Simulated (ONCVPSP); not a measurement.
# N: variants of one ONCV potential

Base potential:

- Element: N (Z = 7)
- Generator: ONCVPSP 4.0.1
- Type: optimised norm-conserving Vanderbilt (ONCV)
- Functional: PBE
- Relativity: scalar-relativistic
- Frozen core: [He]
- Valence charge: 5
- Reference configuration: 2s1 2p4
- Partial waves: 2s: rc 0.70 bohr, ncon 3, nbas 6, qcut 7.8 1/bohr, 2 projectors, debl 3.4 Ha; 2p: rc 1.50 bohr, ncon 3, nbas 6, qcut 8.7 1/bohr, 2 projectors, debl 2.1 Ha; d scattering state at 0.05 Ha: rc 1.35 bohr, ncon 5, nbas 8, qcut 8 1/bohr, 2 projectors, debl 3.2 Ha
- Local potential: polynomial inside 0.55 bohr (lpopt 5, dvloc0 -1 Ha)
- Core correction: Teter function fitted to the true core (icmod 2), fcfact 0.55

Cutoffs, loose and tight: the cutoffs (Ha) at which the residual kinetic energy of the hardest occupied pseudo-wave falls to 1 and 0.1 mHa per electron. They do not see the model core or the augmentation charge, which bear on the density cutoff. Test errors are all-electron minus pseudo excitation energies from the reference, over the configurations 2s2 2p3; 2s2 2p2; 2s2 2p1; 2s0 2p5. A dash means not determined; rows that change the core or the reference have their own tests.

A true bound ghost makes a file unfit for plane-wave use even where its test errors are small: the radial tests pick states by their node count and pass the ghost by.

```tsv
change	outcome	cutoff, loose	cutoff, tight	bound ghosts	GHOST(+) flags above zero	largest test error (meV)
base	generated	30 Ha	175 Ha	none	s, d	+261
local potential polynomial inside 0.50 bohr (lpopt 5, dvloc0 6 Ha)	generated	30 Ha	175 Ha	none	s	+261
s: qcut 10	generated	30 Ha	181 Ha	s	d	+256
core correction Teter function fitted to the true core (icmod 2), fcfact 0.52	generated	30 Ha	175 Ha	none	s, d	+261
local potential polynomial inside 0.55 bohr (lpopt 5, dvloc0 2 Ha)	generated	30 Ha	175 Ha	none	s	+261
all radii but the core radius scaled by about 1.17 (s 0.82, p 1.76, d 1.58 bohr); local potential polynomial inside 0.64 bohr (lpopt 5, dvloc0 -1 Ha)	generated	29 Ha	85 Ha	none	none	+381
d: rc 0.98	generated	30 Ha	175 Ha	none	s	+261
d: rc 1.38	generated	30 Ha	175 Ha	none	s, d	+261
s: nproj 1	generated	30 Ha	175 Ha	none	d	+275
p: debl 0.5	generated	30 Ha	175 Ha	none	s, d	+262
```
